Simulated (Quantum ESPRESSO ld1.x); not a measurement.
Results of a calculation; reference values are marked as such.
Neutral beryllium, configuration [He] 2s2.

Code: ld1.x of Quantum ESPRESSO 7.5. Model: non-relativistic Kohn-Sham, LDA (Slater exchange, Perdew-Zunger correlation), spin-polarised, spherical densities, point nucleus.

Energy parts (Ry):
total: -28.8924
kinetic: 28.6181
electron-nucleus: -66.7133
Hartree: 14.2304
exchange-correlation: -5.0276

Orbitals (lengths in bohr, moments of r in powers of bohr; r(90%) holds 90 % of the orbital's charge):
orbital  occ.  eigenvalue (Ry)   <r^4>     <r>  r(90%)
1s          2         -7.71123  0.1646  0.4251   0.767
2s          2         -0.41200   130.2   2.619    4.17

The highest occupied level is 2s at -5.606 eV. Virial ratio -V/T = 2.00958. Summed over all electrons, <r^2> = 17.00 bohr^2, which gives a Langevin (diamagnetic) susceptibility term of -13.5 x 10^-6 cm^3/mol. For comparison, the ionisation energy in NIST's Atomic Spectra Database is 9.323 eV (measured). In exact Kohn-Sham theory the highest level is minus the ionisation energy, but local and semilocal functionals leave it too shallow, through self-interaction and a potential that decays too fast; potentials with the right tail come closer. The density falls to 0.001 e/bohr^3 at r = 4.15 bohr.
